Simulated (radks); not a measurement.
Question: All-electron atom: the copper ion Cu+ in [Ar] 3d10 (the NIST ground configuration). Calculated with a radial shooting solver on a logarithmic mesh with Libxc functionals: scalar-relativistic Kohn-Sham, SOGGA, spin-polarised, spherical densities, point nucleus. Some entries of the table are withheld. Estimate them.

| orbital | occ. | eigenvalue (hartree) | <1/r> (bohr^-1) |
|---|---|---|---|
| 1s | 2 | -325.2784 | 29.14 |
| 2s | 2 | -39.30603 | (1) |
| 2p | 6 | -33.97736 | 6.208 |
| 3s | 2 | (2) | (3) |
| 3p | 6 | -2.95863 | 1.839 |
| 3d | 10 | (4) | 1.383 |

Answer: 
(1) 2s <1/r> (bohr^-1): 6.324
(2) 3s eigenvalue (hartree): -4.51616
(3) 3s <1/r> (bohr^-1): 1.993
(4) 3d eigenvalue (hartree): -0.49650
